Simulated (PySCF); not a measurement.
# Shieldings and the share of exact exchange

Molecule: `COBP`, CH$_{6}$BOP.

Cartesian coordinates in Å; atom numbers follow the order of the lines, from 1:
```xyz
10

C    -1.409    0.421    0.362
O    -0.867   -0.717   -0.259
B     0.450   -0.918   -0.435
P     1.815    0.266    0.243
H    -0.871    0.671    1.293
H    -1.371    1.293   -0.311
H    -2.460    0.215    0.607
H     0.767   -1.961   -0.960
H     1.294    1.508   -0.227
H     2.741    0.071   -0.818
```

GIAO shieldings (ppm, equivalent atoms averaged) in PySCF on the PBE0-D3(BJ)/def2-SVP geometry, basis pcSseg-2, gas phase, non-relativistic:

```csv
functional,exact exchange (%),σ(C1),σ(O2),σ(B3)
BLYP,0,114.3,105.6,33.1
BP86,0,118.4,108.8,36.5
PBE,0,118.7,106.2,35.4
B3LYP,20,119.9,123.1,37.1
PBE0,25,125.1,128.0,40.5
mPW1PW91,25,124.4,128.9,40.6
HF,100,138.0,184.3,56.8
```

Task: Fit each shielding as a line in the percentage of exact exchange.

Result: σ(C1) = 117.6 + 0.21 x (rms 1.9 ppm); σ(O2) = 107.6 + 0.77 x (rms 1.4 ppm); σ(B3) = 34.7 + 0.22 x (rms 1.2 ppm). The functionals also differ in their semilocal parts, which the line can't hold; Hartree–Fock has no correlation at all.

Task: What does the line predict for BHandHLYP (50 %), and what does the run give?

Result: σ(C1): 128.1 predicted, 127.1 computed; σ(O2): 146.1 predicted, 147.5 computed; σ(B3): 45.7 predicted, 43.6 computed ppm.
